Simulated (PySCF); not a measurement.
CrO2F2, SMILES [O]=[Cr]([F])(=[O])[F], multiplicity 1.

Geometry optimised at B3LYP-D3(BJ)/def2-SVP. The multiplicity is an assumed one; other spin states were not compared. The isomer is the one that the SMILES or the coordinates give; other isomers of the formula were not compared.

Computed with ωB97X/def2-TZVP (PySCF).

The total energy comes out as -1394.73331 hartree, the point group comes out as C2v and the highest occupied level is -13.04 eV. The lowest empty level is -2.83 eV and the orbital gap is 10.21 eV. The dipole moment is 0.13 D and the quadrupole, principal values (traceless, Buckingham form, about the centre of nuclear charge) is -0.95, -0.10, 1.04 D·Å. The mean static polarisability is 35.6 bohr³ (5.27 Å³) and the polarisability, principal values is 31.9, 34.9, 39.8 bohr³.
